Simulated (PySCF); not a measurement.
CH8FNOSi2, SMILES C[SiH2]N[Si@H](O)F. Atoms are numbered in the order given.

```xyz
14

C      2.6411     1.5299    -0.2943
Si     1.6671    -0.0131     0.1771
N      0.0570     0.4227     0.7606
Si    -1.4490    -0.2245     0.2459
O     -1.2479    -1.8677     0.0433
F     -1.9384     0.3561    -1.2124
H      2.1199     2.0958    -1.0924
H      2.7718     2.2029     0.5781
H      3.6523     1.2575    -0.6609
H      1.4563    -0.9050    -1.0117
H      2.4372    -0.7736     1.2277
H      0.0029     1.1490     1.4813
H     -2.5145     0.1617     1.2193
H     -1.7958    -2.2626    -0.6569
```
Charge 0, spin multiplicity 1.

The structure is a stationary point at PBE-D3(BJ)/def2-SVP. The structure was generated by enumeration; whether it is a known compound was not checked. Other conformers were not sampled.

Level of theory: PySCF with SMD-ωB97X/def2-SVP.

Solvation free energies are E(SMD) − E(gas) at the gas-phase geometry, for 1 M in both phases. In vacuum the dipole moment is 0.92 D.

Estimate the solvation free energies in water, ethanol, chloroform. (Estimate from the structure and the level; the computed values follow.)


| solvent | ΔG(solv) (kcal/mol) | its non-electrostatic (CDS) part | dipole (D) |
|---|---|---|---|
| water | -3.7 | 5.1 | 1.36 |
| ethanol | -7.2 | 0.9 | 1.32 |
| chloroform | -5.0 | 0.0 | 1.18 |
